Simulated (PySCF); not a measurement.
## Basis and Hamiltonian dependence of the excitation energy of Ag

Ag [Kr] 4d10 5s1 (2S) → Ag [Kr] 4d9 5s2 (2D). Calculated with PySCF 2.14 from differences of total energies of unrestricted determinants, without spin-orbit coupling. Values in eV.

```csv
basis,Hamiltonian,functions,UHF,LDA,PBE0,MP2 (valence),CCSD(T) (valence),CCSD(T) (valence and next inner shell)
aug-cc-pVDZ-PP with ECP28MDF,ECP,54,3.711,3.880,3.939,4.241,3.959,n/a
def2-TZVPPD with the def2 core potential (28 electrons),ECP,56,3.709,3.913,3.957,4.293,3.996,3.767
ANO-RCC-VTZP,spin-free X2C,68,3.735,4.161,4.120,4.265,3.975,3.850
aug-cc-pwCVDZ-PP with ECP28MDF,ECP,70,3.688,3.870,3.919,4.252,3.961,3.680
x2c-TZVPPall,spin-free X2C,79,3.692,4.110,4.086,4.299,3.985,3.809
def2-QZVPPD with the def2 core potential (28 electrons),ECP,88,3.690,3.881,3.930,4.300,4.020,n/a
"x2c-TZVPPall with one added diffuse shell each of s, p, d, f type",spin-free X2C,95,3.694,4.110,4.086,4.307,4.016,3.843
"aug-cc-pVTZ-PP with one added diffuse shell each of s, p, d, f, g type with ECP28MDF",ECP,113,3.648,3.837,3.884,4.219,n/a,n/a
x2c-QZVPPall,spin-free X2C,118,3.681,4.088,4.066,4.293,n/a,n/a
aug-cc-pwCVTZ-PP with ECP28MDF,ECP,122,3.640,3.836,3.881,4.240,n/a,n/a
dyall-v2z,spin-free X2C,127,3.728,4.123,4.104,4.264,n/a,n/a
"x2c-QZVPPall with one added diffuse shell each of s, p, d, f, g type",spin-free X2C,143,3.680,4.088,4.065,4.286,n/a,n/a
```

Frozen in the all-electron rows: valence and next inner shell: [Ar] 3d10; valence: [Kr]; with a core potential, the same shells as far as they lie outside it.

Reference for a calculation without spin-orbit coupling: 3.971 eV (measured, between term centres; NIST).
